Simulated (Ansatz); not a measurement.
Start from `[BH2][GeH]([CH3])[F]` and change one atom or group to get `B[NH][GeH]([CH3])[F]`.

Ansatz, PBE0-D4/def2-TZVP geometries, multiplicity 1. Each molecule was computed in one conformer, which needn't be the lowest.

Scalar relativity is left out up to krypton.

```
                                          property  `[BH2][GeH]([CH3])[F]`
                HOMO energy (PBE0/def2-TZVPP) / eV                   -8.22
               HOMO energy (B3LYP/def2-TZVPP) / eV                   -8.01
               LUMO energy (B3LYP/def2-TZVPP) / eV                   -2.87
             HOMO–LUMO gap (B3LYP/def2-TZVPP) / eV                    5.15
size of the dipole moment (ωB97M-V/def2-TZVPP) / D                    2.52
  size of the dipole moment (B3LYP/def2-TZVPP) / D                    2.53
```

Problem. Give the same properties after the change, and the shifts. (Best estimate.)

Solution. Computed: 
| property | `B[NH][GeH]([CH3])[F]` | shift |
| --- | --- | --- |
| HOMO energy (PBE0/def2-TZVPP) / eV | -8.72 | -0.50 |
| HOMO energy (B3LYP/def2-TZVPP) / eV | -8.51 | -0.50 |
| LUMO energy (B3LYP/def2-TZVPP) / eV | -0.40 | 2.47 |
| HOMO–LUMO gap (B3LYP/def2-TZVPP) / eV | 8.11 | 2.96 |
| size of the dipole moment (ωB97M-V/def2-TZVPP) / D | 2.79 | 0.27 |
| size of the dipole moment (B3LYP/def2-TZVPP) / D | 2.79 | 0.26 |

With PBE0 the HOMO falls by 0.50 eV and the LUMO rises by 2.49 eV, so the gap widens by about 2.99 eV. PBE moves the HOMO by -0.43 eV and ωB97M-V by -0.62 eV. Dipoles are sizes alone; their direction can turn.

B3LYP here is the variant with VWN-RPA as its local correlation; programs differ in this.
